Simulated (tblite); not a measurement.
C6H14OP2.
SMILES with atom numbers: `[CH2:1]=[CH:2][PH:3][CH2:4][P:5]([CH2:6][CH3:7])[CH2:8][OH:9]` (hydrogens: H10, H11 on C1; H12 on C2; H13 on P3; H14, H15 on C4; H16, H17 on C6; H18, H19, H20 on C7; H21, H22 on C8; H23 on O9)

Structure used (GFN2-xTB), in Å, numbered top down from 1:
```xyz
23
C6H14OP2 angstrom
C      3.2667    1.5589   -0.2971
C      2.5993    0.4420   -0.0665
P      1.7474    0.1124    1.5096
C      0.3038   -0.8856    0.8500
P     -1.2747    0.0933    0.8353
C     -2.1220   -0.7066   -0.6191
C     -2.7056   -2.0659   -0.2537
C     -0.5997    1.5903   -0.0651
O      0.3757    2.2217    0.7217
H      3.7947    1.7339   -1.2219
H      3.2975    2.3481    0.4345
H      2.5626   -0.3519   -0.8079
H      2.5082   -1.0610    1.7314
H      0.1529   -1.7161    1.5464
H      0.5318   -1.2864   -0.1436
H     -2.9240   -0.0322   -0.9329
H     -1.4142   -0.8012   -1.4491
H     -1.9218   -2.7510    0.0638
H     -3.4187   -1.9648    0.5614
H     -3.2189   -2.5029   -1.1084
H     -1.4262    2.2768   -0.3031
H     -0.1049    1.2980   -0.9967
H     -0.0144    2.4770    1.5668
```

Calculated harmonic vibrations of the isolated species, GFN2-xTB (tblite), most abundant isotopes, no scaling. This tight-binding method is rough: wavenumbers can miss measured ones by several per cent, in bad cases by 10 to 20. Modes of hydrogen on phosphorus can be 10 to 20 % off. One conformer, not necessarily the lowest.

Harmonic wavenumbers (cm⁻¹): 35.4, 61.7, 74.1, 96.9, 138.2, 146.6, 169.3, 202.4, 205.1, 242.0, 293.0, 304.5, 340.1, 360.2, 433.1, 518.2, 634.2, 687.5, 692.5, 715.5, 736.7, 746.7, 771.4, 849.7, 868.8, 899.1, 921.4, 990.6, 998.3, 1008.8, 1013.3, 1043.7, 1065.6, 1074.8, 1102.5, 1128.2, 1222.8, 1241.3, 1241.9, 1256.1, 1300.9, 1385.2, 1392.9, 1411.0, 1438.4, 1447.6, 1497.4, 1500.0, 1667.9, 2143.0, 2856.4, 2887.8, 2917.7, 2932.3, 2936.1, 2948.3, 2975.7, 3019.7, 3026.9, 3037.0, 3079.6, 3124.9, 3511.8.

A = 1997, B = 674.9, C = 608.8 MHz; mass 164.052 u (most abundant isotopes); point group C1, symmetry number 1.

Problem. Zero-point energy?

Solution. Half the sum of the wavenumbers: 40485 cm⁻¹ = 484.31 kJ/mol.

Problem. Entropy at 298.15 K, 1 bar (ideal gas, RRHO, classical rotation)?

Solution. Translation 172.46, rotation 126.99, vibration 174.62: S = 474.1 J/(mol K).

Problem. And Cp and H(298.15 K) − H(0)?

Solution. Cp = 202.40 J/(mol K), of which vibrations give 169.15 (their classical limit is 63 R = 523.8); H(298.15 K) − H(0) = 36.64 kJ/mol without the zero-point energy, 26.72 from vibrations.

Problem. Which modes carry the vibrational entropy at 298.15 K?

Solution. 35.4 cm⁻¹: 23.02; 61.7 cm⁻¹: 18.42; 74.1 cm⁻¹: 16.91; 96.9 cm⁻¹: 14.71; 138.2 cm⁻¹: 11.84; 146.6 cm⁻¹: 11.36 J/(mol K); the other 57 give 78.37 together.

Problem. What must be added to the electronic energy to get the Gibbs energy at 298.15 K and 1 bar?

Solution. ZPE + [H(298.15 K) − H(0)] − T·S = 484.31 + 36.64 − 141.34 = 379.61 kJ/mol.

Problem. How do the functions run with temperature in this model?

Solution. 
| T (K) | S (J/(mol K)) | Cp (J/(mol K)) | H − H(0) (kJ/mol) | G − H(0) (kJ/mol) | ln q(vib) |
| --- | --- | --- | --- | --- | --- |
| 50 | 260.9 | 66.3 | 2.34 | -10.70 | 0.87 |
| 100 | 318.0 | 100.9 | 6.56 | -25.24 | 2.71 |
| 373.15 | 523.6 | 240.0 | 53.25 | -142.13 | 12.90 |
| 500 | 601.7 | 294.3 | 87.27 | -213.58 | 17.29 |
| 750 | 736.4 | 369.5 | 170.95 | -381.34 | 25.45 |
| 1000 | 849.9 | 419.0 | 269.91 | -580.01 | 32.90 |

q(vib) and H(0) count from the zero-point level.

Hindered rotation and anharmonicity are outside this model. Other conformers, if any are populated, would add a mixing term that is left out. The structure is chiral; the term R ln 2 for an equal mix with its mirror image is left out.
